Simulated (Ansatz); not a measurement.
Consider the cleavage of the Si–Sn bond: `C[SiH2][SnH2][SH]` + `CN[SiH3]` → `C[SiH2]N(C)[SiH3]` + `[SH][SnH3]`.

Computed with Ansatz on PBE0-D4/def2-TZVP structures; ΔE is electronic, products minus reactants. CBS: MP2 limit from def2 TZ/QZ plus the TZ coupled-cluster correction, frozen cores. Functionals use def2-TZVPP. def2 core potentials past Kr. For Sn outer-core shells are correlated without core-valence functions, which leaves a few kJ/mol of doubt a bond. Each species was taken in one conformer, which may not be the lowest.

| level | ΔE (kcal/mol) |
| --- | --- |
| ωB97M-V | -7.2 |
| PBE0 | -3.3 |
| HF/CBS(def2) | -8.7 |
| CCSD/CBS(def2) | -5.9 |

Task: What does CCSD(T)/CBS give? (Best estimate.)

Result: Computed: -5.9 kcal/mol. The listed levels differ from it by -1.3, 2.6, -2.8, 0.0 kcal/mol.

Largest T1 diagnostic among the species: 0.012.

From PBE to PBE0 (25 % exact exchange), in def2-TZVPP and without D4, ΔE moves by −1.3 kcal/mol. The D4 term adds −1.3 kcal/mol with B3LYP and −0.7 kcal/mol with PBE0; it sums over pairs of atoms, weighted by their polarisabilities, and B3LYP, whose exchange is more repulsive, gets the larger term. In def2-TZVPP, CCSD(T) changes the Hartree–Fock value by +1.0 kcal/mol (the triples alone add +0.1 kcal/mol) and MP2 by +0.9 kcal/mol.

B3LYP here is the variant with VWN-RPA as its local correlation; programs differ in this.
